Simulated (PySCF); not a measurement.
# C4H4F3O2: g tensor and hyperfine couplings

Compound: C₄H₄F₃O₂ (doublet state).
Cartesian coordinates in Å at the GFN2-xTB level; atoms count from 1:
```xyz
13
C4H4F3O2 angstrom
O     -2.6683   -1.5347    0.7993
C     -2.4664   -0.9022   -0.1988
O     -1.4308   -0.0698   -0.3990
C     -0.5165    0.1130    0.5691
C      0.6534    0.9575    0.2497
C      1.8831    0.1102   -0.1094
F      2.9387    0.8810   -0.4063
F      1.6651   -0.6746   -1.1690
F      2.2574   -0.6864    0.8977
H     -3.0943   -0.9001   -1.0989
H     -0.6046   -0.4572    1.4795
H      0.4373    1.5886   -0.6149
H      0.9414    1.5754    1.1045
```

The hyperfine couplings belong to this conformer and change with its torsions.

Identity: `O=CO[CH]CC(F)(F)F` [radical].

Method used: UKS B3LYP, pcH-1 on C F H O, non-relativistic, mean-field spin-orbit, GIAO (PySCF). Isolated species at its GFN2-xTB geometry (one conformer only). The geometry wasn't refined by DFT: couplings that depend on bond lengths, twists or pyramidal angles can differ widely from those at the functional's own minimum. Stability of the SCF solution: not tested.

| Quantity | Value |
| --- | --- |
| g1, g2, g3 | 2.00215, 2.00314, 2.00378 |
| g_iso | 2.00302 |
| Form of g | rhombic: the two nearest values differ by 39 % of g3 − g1 |
| ⟨S²⟩ | 0.7541 (exact 0.7500) |
| α and β electrons | 36, 35 |

Hyperfine couplings atom by atom, in MHz; T1 to T3 are the principal values of the dipolar part:

```
atom  isotope  a_iso     T1     T2     T3  Mulliken spin population
  O1      17O   -3.7  -18.9    8.9   10.0                      0.06
  C2      13C    3.9   -5.0   -2.6    7.6                      0.04
  O3      17O   -6.8  -27.9   13.0   14.9                      0.02
  C4      13C   98.1  -80.3  -78.0  158.3                      0.92
  C5      13C  -30.7   -1.5   -0.6    2.1                     -0.08
  C6      13C   91.5   -6.1   -5.3   11.4                      0.04
  F7      19F   13.6  -14.5  -13.8   28.3                      0.00
  F8      19F   -0.5   -8.1   -1.8    9.9                      0.00
  F9      19F    1.8   -6.4    0.3    6.1                      0.00
 H10       1H   -8.1   -4.3   -2.4    6.8                     -0.01
 H11       1H  -65.0  -35.7   -1.1   36.7                     -0.04
 H12       1H   14.8   -4.8   -3.9    8.6                      0.01
 H13       1H   55.5   -4.9   -4.2    9.1                      0.02
```

Largest spin populations (Mulliken): C4 (+0.92) and C5 (-0.08). C4 is the only atom above +0.15. The angles at C4 add up to 359.5°, so it is planar; its axial dipolar tensor and the negative coupling of its proton fit spin in a p orbital normal to that plane.

Axes: g3 points within 10° of the C4–C5 bond.

Under fast tumbling the dipolar parts average out, and these isotropic splittings remain: 1 × 1H (H11, I = 1/2, 2 lines) with 2.32 mT, 2 × 1H (H12/H13, I = 1/2, 3 lines) with 1.25 mT, 1 × 1H (H10, I = 1/2, 2 lines) with 0.29 mT and 3 × 19F (F7/F8/F9, I = 1/2, 4 lines) with 0.18 mT.

Class means assume fast exchange of nuclei equivalent by connectivity; if that motion is slow, each nucleus keeps its own coupling. The three 19F nuclei of mean +5.0 MHz run from -0.5 to 13.6 MHz in the frozen geometry. The 1H value of +35.1 MHz is a mean of couplings from 14.8 to 55.5 MHz in this one geometry, not an average over conformers.

The 17O coupling of O3 (-6.8 MHz) shows only in satellite lines or after enrichment, since that isotope makes up about 0.038 % of natural oxygen.

The 13C coupling of C4 (98.1 MHz) shows only in satellite lines or after enrichment, since that isotope makes up about 1.07 % of natural carbon.

The spin density at the nucleus, in bohr⁻³, is negative for C5 (-0.0273), H11 (-0.0145) and H10 (-0.0018), for instance. A restricted open-shell determinant has no negative spin density anywhere; here it arises because α and β orbitals differ (spin polarisation).
